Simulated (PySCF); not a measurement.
C₈H₁₅PS.
Atom-mapped SMILES: `[CH3:1][CH2:2][C:3]1=[C:4]([CH3:5])[CH2:6][P@:7]([CH3:8])(=[S:9])[CH2:10]1` (hydrogens: H11, H12, H13 on C1; H14, H15 on C2; H16, H17, H18 on C5; H19, H20 on C6; H21, H22, H23 on C8; H24, H25 on C10)

Computed by this run: PBE0-D3(BJ)/def2-SVP geometry optimisation, gas phase (PySCF 2.14.0); density fitting, grid level 1; the optimiser is geomeTRIC in internal coordinates, started from a GFN2-xTB structure with every atom displaced at random (about 0.01 Å).

Step 0: E = -28636.6784 eV
```
atom  x, y, z in Å  |  force x, y, z in eV/Å
C1     -2.4593   -0.4971    1.6823   -2.072   1.010  -0.738
C2     -2.3470   -0.7618    0.1787    0.472   0.383   0.603
C3     -0.9666   -0.4777   -0.3003    1.195   0.021  -0.172
C4     -0.4414    0.7073   -0.7113   -1.989  -0.172   0.259
C5     -1.2300    1.9801   -0.8308    0.751  -0.111   0.650
C6      0.9716    0.7341   -1.1146    0.605  -0.597   0.303
P7      1.6949   -0.7793   -0.3158   -0.929   0.427   0.305
C8      1.9773   -0.2686    1.4216   -0.206  -0.477  -0.668
S9      3.1762   -1.6665   -1.1483    0.631  -0.361  -0.344
C10     0.0353   -1.6143   -0.2671    0.094   0.393  -0.496
H11    -2.2771    0.5692    1.8967    0.142  -0.083   0.015
H12    -1.7825   -1.0850    2.2548    0.782  -0.791   0.728
H13    -3.5219   -0.6889    2.0019    0.814  -0.066   0.027
H14    -2.5945   -1.8033   -0.0032   -0.114  -0.504  -0.245
H15    -3.0630   -0.1588   -0.3699   -0.451   0.298  -0.186
H16    -1.1543    2.3856   -1.8321    0.010   0.270  -0.635
H17    -2.2750    1.8794   -0.5708   -0.567  -0.183   0.087
H18    -0.8050    2.7419   -0.1503   -0.010   0.000  -0.087
H19     1.0917    0.6298   -2.1944    0.168   0.017  -0.417
H20     1.4638    1.6472   -0.7916    0.425   0.399   0.057
H21     2.1816   -1.1691    1.9974    0.294  -0.274   0.185
H22     1.0897    0.1951    1.8268   -0.552   0.450   0.211
H23     2.8243    0.4078    1.4377    0.416   0.251   0.123
H24    -0.0651   -2.2337   -1.1792    0.151  -0.064   0.139
H25    -0.0564   -2.2709    0.5991   -0.062  -0.235   0.297
```

Step 1: E = -28636.8464 eV
```
atom  x, y, z in Å  |  force x, y, z in eV/Å
C1     -2.5215   -0.5667    1.7061    0.466  -0.273   0.228
C2     -2.3548   -0.6973    0.1971   -0.064  -0.036  -0.113
C3     -0.9460   -0.4488   -0.2648   -0.396  -0.202  -0.032
C4     -0.4819    0.7196   -0.7462    0.533   0.161   0.013
C5     -1.2341    1.9987   -0.8950   -0.111   0.115  -0.019
C6      0.9857    0.7272   -1.1213   -0.060   0.161  -0.032
P7      1.6816   -0.7771   -0.3268    0.015  -0.051   0.037
C8      2.0059   -0.2611    1.3893    0.017   0.083   0.065
S9      3.1555   -1.7085   -1.1862    0.000  -0.004  -0.013
C10     0.0358   -1.5920   -0.2049   -0.042  -0.020   0.092
H11    -2.3753    0.4735    2.0353    0.010  -0.028   0.014
H12    -1.7915   -1.2031    2.2537   -0.140   0.247  -0.192
H13    -3.5092   -0.9030    2.0313   -0.302   0.034   0.035
H14    -2.6557   -1.7126   -0.1174    0.021   0.039   0.010
H15    -3.0504   -0.0058   -0.3084    0.057  -0.056   0.026
H16    -1.0893    2.4356   -1.8984   -0.017  -0.077   0.021
H17    -2.3142    1.8936   -0.7184    0.041  -0.037  -0.017
H18    -0.8564    2.7514   -0.1811    0.018  -0.014   0.007
H19     1.1482    0.6601   -2.2125   -0.004  -0.025   0.060
H20     1.5219    1.6274   -0.7693   -0.070  -0.038  -0.055
H21     2.1909   -1.1699    1.9776    0.034  -0.007   0.045
H22     1.1407    0.2827    1.8015    0.046  -0.019  -0.012
H23     2.9094    0.3688    1.4250   -0.094  -0.062  -0.053
H24    -0.0726   -2.2825   -1.0576   -0.006   0.004  -0.066
H25    -0.0556   -2.2073    0.7087    0.047   0.104  -0.049
```

Question: Estimate the geometry and energy of step 2. (The exact step hangs on the optimiser's Hessian estimate; all steps are aligned on step 1, rigid shifts and turns removed.)

Answer: E = -28636.8594 eV, largest force 0.190 eV/Å
```
atom  x, y, z in Å  |  force x, y, z in eV/Å
C1     -2.5097   -0.5887    1.7103    0.030  -0.129   0.086
C2     -2.3640   -0.6961    0.1944   -0.007   0.108  -0.060
C3     -0.9604   -0.4345   -0.2729    0.106  -0.134  -0.082
C4     -0.4643    0.7299   -0.7470   -0.104   0.029   0.114
C5     -1.2319    2.0000   -0.9005    0.025   0.113  -0.035
C6      0.9988    0.7318   -1.1210   -0.084   0.035   0.043
P7      1.6759   -0.7785   -0.3183   -0.018  -0.052   0.035
C8      2.0046   -0.2561    1.3969   -0.025  -0.024   0.022
S9      3.1423   -1.7263   -1.1729    0.004  -0.004  -0.004
C10     0.0195   -1.5780   -0.2070    0.028  -0.054  -0.004
H11    -2.3502    0.4450    2.0514    0.002   0.010   0.002
H12    -1.7741   -1.2256    2.2313   -0.028   0.042  -0.040
H13    -3.5081   -0.9144    2.0444    0.018   0.066  -0.034
H14    -2.6650   -1.7064   -0.1312    0.033   0.003  -0.007
H15    -3.0630   -0.0002   -0.2948   -0.018  -0.004   0.018
H16    -1.0926    2.4247   -1.9082   -0.016  -0.004  -0.010
H17    -2.3091    1.8753   -0.7267    0.016  -0.020   0.003
H18    -0.8639    2.7610   -0.1902    0.001   0.005  -0.014
H19     1.1628    0.6546   -2.2096   -0.008  -0.026   0.001
H20     1.5349    1.6321   -0.7765   -0.022   0.006  -0.015
H21     2.1901   -1.1582    1.9972    0.018   0.011   0.002
H22     1.1477    0.2988    1.8078    0.005   0.002  -0.002
H23     2.9097    0.3663    1.4151    0.001   0.008  -0.024
H24    -0.0884   -2.2676   -1.0624    0.016   0.004  -0.003
H25    -0.0746   -2.1860    0.7077    0.028   0.009   0.008
```

The energy changes by -0.0131 eV. The first-order estimate −F·Δx gives -0.0294 eV and the mean of the old and new forces, exact on a quadratic surface, -0.0133 eV. The step makes an angle of 75° with the force vector and moves no atom by more than 0.041 Å.

The cost below is that of the whole optimisation. Time: 5.1 min of wall time; peak memory 0.97 GiB. Hardware: one thread of an Arm Neoverse V2, on a shared host.
